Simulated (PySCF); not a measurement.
PySCF job for B(OH)2(SMe) (CH₅BO₂S), SMILES CSB(O)O, PBE-D3(BJ)/def2-SVP. Coordinates come from a PBE-D3(BJ)/def2-SVP optimisation. The values are those of a single conformer.

```python
import numpy as np
from pyscf import gto, scf, dft, df
from pyscf.hessian import thermo

mol = gto.M(
    atom='''
    B    -0.06506755   -0.82393695    0.00000000
    O     0.71660263   -1.95576902   -0.00000000
    H     0.21589482   -2.78940207   -0.00000000
    O    -1.44228795   -0.79299035    0.00000000
    H    -1.86048441   -1.67155239    0.00000000
    S     0.84211576    0.76118805    0.00000000
    C    -0.54323763    1.95789492    0.00000000
    H    -1.17334142    1.83830941   -0.90111245
    H    -0.09233365    2.96771706    0.00000000
    H    -1.17334141    1.83830941    0.90111244
    ''',
    basis='def2-SVP',
    charge=0,
    spin=0,
    max_memory=1600,
    verbose=3,
)
mf = dft.RKS(mol, xc='pbe').density_fit(auxbasis='def2-universal-jkfit')
mf.disp = 'd3bj'
mf.grids.level = 3
mf.conv_tol = 1e-11
mf.max_cycle = 100
mf.kernel()

# [left out here: the lines that compute and print the analytic Hessian (its translational invariance restored by hand, since the grid's response is missing), thermochemistry and intensities]
```

Program output:

```
converged SCF energy = -614.026622481761

WARN: DFTD3 does not support analytical Hessian, using finite difference


WARN: Mole.unit (angstrom) is changed to Bohr

Mode                                 0                   1                   2
Irrep
Freq [cm^-1]                       77.9468             98.2438            189.1138
Reduced mass [au]                   1.4336              2.1910              3.5542
Force const [Dyne/A]                0.0051              0.0125              0.0749
Char temp [K]                     112.1481            141.3510            272.0927
Normal mode                   x     y     z       x     y     z       x     y     z
       0   B                 0.00  0.00 -0.01    0.00  0.00  0.01    0.04  0.02 -0.00
       1   O                -0.00 -0.00  0.07   -0.00 -0.00 -0.11   -0.05 -0.04  0.00
       2   H                -0.00  0.00  0.00   -0.00  0.00 -0.02   -0.12  0.00 -0.00
       3   O                 0.00  0.00 -0.08    0.00  0.00  0.06    0.04  0.12 -0.00
       4   H                -0.00  0.00 -0.06   -0.00  0.00 -0.07   -0.02  0.15  0.00
       5   S                 0.00  0.00 -0.03    0.00  0.00  0.08    0.04  0.02 -0.00
       6   C                -0.00 -0.00  0.09   -0.00 -0.00 -0.11   -0.10 -0.14  0.00
       7   H                -0.30 -0.26  0.34   -0.12 -0.28  0.01   -0.09 -0.23  0.00
       8   H                -0.00 -0.00 -0.35   -0.00 -0.00 -0.48   -0.24 -0.08  0.00
       9   H                 0.30  0.26  0.34    0.12  0.28  0.01   -0.09 -0.23 -0.00
Mode                                 3                   4                   5
Irrep
Freq [cm^-1]                      300.2896            350.4883            400.9919
Reduced mass [au]                   1.0354              6.7204              5.3297
Force const [Dyne/A]                0.0550              0.4864              0.5049
Char temp [K]                     432.0498            504.2746            576.9380
Normal mode                   x     y     z       x     y     z       x     y     z
       0   B                 0.00 -0.00 -0.01    0.08 -0.05  0.00    0.02 -0.05 -0.00
       1   O                -0.00 -0.00 -0.03   -0.05 -0.16 -0.00    0.10 -0.01 -0.00
       2   H                -0.00 -0.00  0.80   -0.20 -0.06 -0.00    0.19 -0.06  0.00
       3   O                 0.00  0.00  0.02    0.09 -0.01 -0.00    0.04  0.14  0.00
       4   H                 0.00  0.00 -0.57    0.06  0.00  0.00   -0.16  0.23  0.00
       5   S                -0.00  0.00 -0.01   -0.03  0.06  0.00   -0.08 -0.06  0.00
       6   C                -0.00 -0.00  0.02   -0.02  0.09 -0.00    0.00  0.02 -0.00
       7   H                -0.01  0.03  0.02   -0.02  0.13 -0.00   -0.01  0.08 -0.00
       8   H                -0.00 -0.00  0.05    0.05  0.06 -0.00    0.10 -0.02  0.00
       9   H                 0.01 -0.03  0.02   -0.02  0.13  0.00   -0.01  0.08  0.00
Mode                                 6                   7                   8
Irrep
Freq [cm^-1]                      423.9611            568.5085            638.0961
Reduced mass [au]                   1.1686              7.9060              3.6866
Force const [Dyne/A]                0.1238              1.5055              0.8844
Char temp [K]                     609.9856            817.9572            918.0783
Normal mode                   x     y     z       x     y     z       x     y     z
       0   B                 0.00  0.00 -0.09   -0.00 -0.00  0.26   -0.06 -0.11 -0.00
       1   O                -0.00 -0.00 -0.03    0.00  0.00 -0.08    0.07 -0.07  0.00
       2   H                -0.00  0.00  0.53    0.00 -0.00  0.14    0.26 -0.19  0.00
       3   O                 0.00 -0.00 -0.04   -0.00  0.00 -0.08   -0.11  0.01 -0.00
       4   H                 0.00 -0.00  0.75   -0.00  0.00  0.16   -0.30  0.10 -0.00
       5   S                 0.00  0.00  0.02    0.00 -0.00 -0.02    0.06  0.05 -0.00
       6   C                 0.00  0.00  0.00   -0.00  0.00 -0.00   -0.04  0.05  0.00
       7   H                -0.01 -0.02  0.01   -0.00  0.01 -0.00   -0.03 -0.01  0.00
       8   H                 0.00 -0.00 -0.03   -0.00  0.00  0.02   -0.12  0.08 -0.00
       9   H                 0.01  0.02  0.01    0.00 -0.01 -0.00   -0.03 -0.01 -0.00
Mode                                 9                  10                  11
Irrep
Freq [cm^-1]                      713.0747            899.3010            930.0483
Reduced mass [au]                   6.5136              1.1007              1.1873
Force const [Dyne/A]                1.9514              0.5245              0.6051
Char temp [K]                    1025.9558           1293.8939           1338.1324
Normal mode                   x     y     z       x     y     z       x     y     z
       0   B                 0.01  0.02 -0.00    0.01 -0.00 -0.00    0.00  0.00  0.00
       1   O                -0.01  0.02  0.00    0.05  0.02  0.00    0.00  0.00 -0.00
       2   H                -0.03  0.04  0.00   -0.57  0.37  0.00   -0.00  0.00 -0.01
       3   O                 0.03  0.00 -0.00    0.01 -0.05 -0.00   -0.00 -0.00  0.00
       4   H                 0.09 -0.03 -0.00   -0.60  0.26 -0.00   -0.00  0.00  0.01
       5   S                 0.06 -0.08  0.00    0.00 -0.00 -0.00    0.00  0.00  0.02
       6   C                -0.15  0.15  0.00    0.01  0.01  0.00   -0.00 -0.00 -0.11
       7   H                -0.13  0.08 -0.01    0.01 -0.06  0.01   -0.48  0.35  0.17
       8   H                -0.14  0.14 -0.00   -0.08  0.05 -0.00    0.00 -0.00  0.25
       9   H                -0.13  0.08  0.01    0.01 -0.06 -0.01    0.48 -0.35  0.17
Mode                                12                  13                  14
Irrep
Freq [cm^-1]                      948.1441            955.2070           1254.6179
Reduced mass [au]                   1.2738              2.1177              2.0668
Force const [Dyne/A]                0.6747              1.1384              1.9168
Char temp [K]                    1364.1683           1374.3303           1805.1158
Normal mode                   x     y     z       x     y     z       x     y     z
       0   B                -0.01 -0.01 -0.00    0.04  0.07 -0.00    0.11  0.17  0.00
       1   O                -0.02  0.00  0.00    0.10 -0.07  0.00   -0.01 -0.05  0.00
       2   H                 0.12 -0.08 -0.00   -0.38  0.19  0.00    0.24 -0.18  0.00
       3   O                 0.03  0.00 -0.00   -0.12  0.05 -0.00   -0.04 -0.03 -0.00
       4   H                 0.03  0.00 -0.00    0.43 -0.23 -0.00   -0.29  0.10  0.00
       5   S                -0.03 -0.01  0.00   -0.01 -0.01  0.00   -0.01 -0.01 -0.00
       6   C                 0.09  0.08 -0.00    0.01  0.01 -0.00   -0.04  0.04 -0.00
       7   H                 0.09 -0.40  0.06    0.02 -0.07  0.01    0.13 -0.23 -0.07
       8   H                -0.53  0.35  0.00   -0.07  0.05  0.00    0.29 -0.12  0.00
       9   H                 0.09 -0.40 -0.06    0.02 -0.07 -0.01    0.13 -0.23  0.07
Mode                                15                  16                  17
Irrep
Freq [cm^-1]                     1294.0748           1389.4017           1393.7540
Reduced mass [au]                   1.4435              2.6729              1.0508
Force const [Dyne/A]                1.4243              3.0401              1.2026
Char temp [K]                    1861.8855           1999.0398           2005.3017
Normal mode                   x     y     z       x     y     z       x     y     z
       0   B                 0.05  0.13 -0.00    0.18 -0.11  0.00    0.00 -0.00 -0.00
       1   O                 0.00 -0.04 -0.00   -0.05  0.06 -0.00   -0.00  0.00  0.00
       2   H                 0.14 -0.12 -0.00    0.00  0.04 -0.00    0.00  0.00  0.00
       3   O                -0.02 -0.02  0.00   -0.07  0.01 -0.00   -0.00  0.00  0.00
       4   H                -0.17  0.06 -0.00   -0.01 -0.03 -0.00   -0.00 -0.00  0.00
       5   S                -0.00 -0.01  0.00   -0.00  0.00  0.00   -0.00 -0.00 -0.00
       6   C                 0.06 -0.06  0.00    0.03  0.02  0.00    0.00  0.00 -0.06
       7   H                -0.24  0.34  0.14   -0.29 -0.10  0.23   -0.05 -0.46  0.06
       8   H                -0.43  0.17 -0.00    0.14 -0.03 -0.00    0.00  0.00  0.71
       9   H                -0.24  0.34 -0.14   -0.29 -0.10 -0.23    0.05  0.46  0.06
Mode                                18                  19                  20
Irrep
Freq [cm^-1]                     1407.2065           2990.3988           3098.2247
Reduced mass [au]                   1.4791              1.0304              1.1083
Force const [Dyne/A]                1.7257              5.4287              6.2681
Char temp [K]                    2024.6569           4302.5181           4457.6555
Normal mode                   x     y     z       x     y     z       x     y     z
       0   B                 0.13 -0.06  0.00   -0.00 -0.00  0.00    0.00 -0.00  0.00
       1   O                -0.03  0.04 -0.00    0.00  0.00 -0.00   -0.00 -0.00 -0.00
       2   H                 0.02  0.02 -0.00    0.00  0.00 -0.00    0.00  0.00 -0.00
       3   O                -0.05  0.00  0.00    0.00 -0.00  0.00   -0.00  0.00  0.00
       4   H                -0.02 -0.02 -0.00    0.00  0.00  0.00   -0.00  0.00 -0.00
       5   S                -0.01 -0.00  0.00    0.00  0.00  0.00   -0.00 -0.00  0.00
       6   C                -0.03 -0.03  0.00   -0.03  0.03 -0.00    0.00  0.00 -0.09
       7   H                 0.37  0.20 -0.30    0.32  0.08  0.48    0.38  0.09  0.54
       8   H                -0.31  0.11 -0.00   -0.24 -0.50  0.00   -0.00 -0.00 -0.01
       9   H                 0.37  0.20  0.30    0.32  0.08 -0.48   -0.38 -0.09  0.54
Mode                                21                  22                  23
Irrep
Freq [cm^-1]                     3103.9323           3740.9344           3754.8948
Reduced mass [au]                   1.1068              1.0660              1.0657
Force const [Dyne/A]                6.2828              8.7892              8.8531
Char temp [K]                    4465.8674           5382.3716           5402.4576
Normal mode                   x     y     z       x     y     z       x     y     z
       0   B                -0.00  0.00  0.00   -0.00  0.00 -0.00    0.00  0.00 -0.00
       1   O                 0.00  0.00  0.00   -0.00 -0.01  0.00    0.03  0.05  0.00
       2   H                -0.00 -0.00 -0.00    0.05  0.08 -0.00   -0.48 -0.84 -0.00
       3   O                 0.00 -0.00 -0.00    0.03  0.05 -0.00    0.00  0.00  0.00
       4   H                 0.00 -0.00 -0.00   -0.43 -0.86  0.00   -0.05 -0.08  0.00
       5   S                 0.00  0.00  0.00    0.00 -0.00  0.00   -0.00 -0.00 -0.00
       6   C                -0.06 -0.07 -0.00   -0.00 -0.00 -0.00    0.00  0.00 -0.00
       7   H                 0.20  0.04  0.31    0.00 -0.00  0.00    0.00 -0.00 -0.00
       8   H                 0.33  0.71 -0.00    0.00 -0.00  0.00   -0.00 -0.00 -0.00
       9   H                 0.20  0.04 -0.31    0.00 -0.00 -0.00    0.00 -0.00  0.00
temperature 298.1500 [K]
pressure 101325.00 [Pa]
Rotational constants [GHz] 6.68944 2.95247 2.07594
Symmetry number 1
Zero-point energy (ZPE) 0.07044 [Eh]   184947.785 [J/mol]
                           tot       elec      trans        rot        vib
Entropy [J/mol/K]       342.285      0.000    165.129    110.724     66.432
Cv [J/mol/K]             97.037      0.000     12.472     12.472     72.093
Cp [J/mol/K]            105.351      0.000     20.786     12.472     72.093
Internal energy [J/mol]                      3718.434   3718.434 195801.093
Internal energy [Eh]   -613.94921  -614.02662
Enthalpy [J/mol]                             6197.391   3718.434 195801.093
Enthalpy [Eh]          -613.94827
Gibbs free energy [J/mol]                  -43035.875 -29293.912 175994.427
Gibbs free energy [Eh] -613.98714
mode   freq/cm-1   IR/(km/mol)
   1       77.95         0.005
   2       98.24         2.280
   3      189.11         2.164
   4      300.29         6.524
   5      350.49         7.931
   6      400.99         8.721
   7      423.96       170.573
   8      568.51        56.965
   9      638.10        41.801
  10      713.07         3.559
  11      899.30       202.470
  12      930.05         5.220
  13      948.14        10.833
  14      955.21       137.267
  15     1254.62       149.247
  16     1294.07        43.942
  17     1389.40       217.264
  18     1393.75         7.222
  19     1407.21        86.694
  20     2990.40        21.694
  21     3098.22         4.787
  22     3103.93         3.673
  23     3740.93        24.123
  24     3754.89        46.137
max |gradient| / (hartree/bohr): 0.00012462972940155303
APT charges: [ 1.1363 -0.7416  0.2699 -0.6909  0.2558 -0.3131  0.0867 -0.0067  0.0102
 -0.0067]
```

Self-consistency was reached.
